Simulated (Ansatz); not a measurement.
Gas-phase electronic energies from Ansatz, PBE0-D4/def2-TZVP geometries. CBS: MP2 limit from def2 TZ/QZ plus the TZ coupled-cluster correction, frozen cores. This one scheme is used for every species. For Ge outer-core shells are correlated without core-valence functions, which leaves a few kJ/mol of doubt a bond. Scalar relativity is left out up to krypton. Each species was taken in one conformer, which may not be the lowest.

Consider the hydrogenolysis of a Ge–Cl bond: `[OH][Ge]([OH])([OH])[Cl]` + H₂ → `[OH][GeH]([OH])[OH]` + HCl.

```csv
level,ΔE (kJ/mol)
HF/CBS(def2),49.9
MP2/CBS(def2),63.0
```

(1) What does CCSD(T)/CBS give? (An estimate is asked.)

Largest T1 diagnostic among the species: 0.012.

Answers

(1) Ansatz gave: +55.8 kJ/mol. The listed levels differ from it by -5.9, 7.2 kJ/mol.

In def2-TZVPP, CCSD(T) changes the Hartree–Fock value by +6.1 kJ/mol (the triples alone add +4.0 kJ/mol) and MP2 by +13.3 kJ/mol. The D4 term adds +8.9 kJ/mol with B3LYP and +4.7 kJ/mol with PBE0; it sums over pairs of atoms, weighted by their polarisabilities, and B3LYP, whose exchange is more repulsive, gets the larger term.

B3LYP here is the variant with VWN-RPA as its local correlation; programs differ in this.
